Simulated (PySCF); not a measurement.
An unknown gives this computed stick spectrum. Method used: PySCF, TDDFT CAM-B3LYP/def2-SVPD, vertical, gas phase, core orbitals frozen in the response. Geometries: PBE0-D3(BJ)/def2-SVP, one conformer each.

```
state  E (eV)       f    main configurations (H = HOMO, L = LUMO)
   S1    6.73  0.0086          H→L (66%), H→L+1 (16%), H-1→L (9%)
   S2    7.15  0.0008       H→L+1 (40%), H-2→L+3 (11%), H→L (10%)
   S3    7.24  0.0054      H→L+1 (25%), H-2→L+3 (15%), H-2→L (9%)
   S4    7.44  0.0025                  H→L+2 (50%), H-1→L+2 (14%)
   S5    7.66   0.016                   H→L+3 (30%), H-2→L+1 (9%)
   S6    7.71   0.015      H→L+4 (18%), H→L+3 (17%), H-2→L+1 (9%)
   S7    7.86   0.010                  H-2→L+1 (30%), H-1→L (13%)
   S8    7.88   0.015  H-4→L+8 (13%), H-4→L+4 (12%), H-2→L+1 (9%)
   S9    7.89  0.0014                  H-1→L (32%), H-2→L+1 (10%)
  S10    8.01   0.018     H→L+4 (25%), H→L+3 (17%), H-1→L+2 (10%)
```

Triplets computed (Tamm–Dancoff): 6.19, 6.39, 6.64, 6.73 eV.

Orbital energies (eV): HOMO-3 -10.50, HOMO-2 -9.94, HOMO-1 -9.87, HOMO -9.24, LUMO 0.76, LUMO+1 0.92, LUMO+2 1.16.

Question: Which candidate is it? All have the formula C4H10N2OSi2.
A. `CO[Si@@H]1C[C@H](C#N)[SiH2]N1`
B. `C#C[Si]1(OCC)N[SiH2]N1`
C. `Cc1cc(N([SiH3])[SiH3])on1`

Answer: A. Its S1, at 6.73 eV, is the highest among the candidates; the nearest of the others has S1 at 5.88 eV. S1 is HOMO→LUMO (66%), HOMO→LUMO+1 (16%), HOMO-1→LUMO (9%). Löwdin shares by element: HOMO nitrogen 37% or more, silicon 19%, oxygen 11% (atoms not listed hold the other 33%); LUMO silicon 43%, hydrogen 20% or more (atoms not listed hold the other 37%). At the same level the other candidates give, for their lowest levels:
- `C#C[Si]1(OCC)N[SiH2]N1`: 5.88 eV (f 0.002); 6.03 eV (f 0.032); 6.28 eV (f 0.002); 6.37 eV (f 0.005); 6.50 eV (f 0.000); T1 4.89 eV; HOMO -8.60, LUMO 0.63 eV
- `Cc1cc(N([SiH3])[SiH3])on1`: 5.78 eV (f 0.001); 5.82 eV (f 0.312); 6.28 eV (f 0.016); 6.75 eV (f 0.001); 6.89 eV (f 0.010); T1 4.19 eV; HOMO -7.81, LUMO 0.79 eV
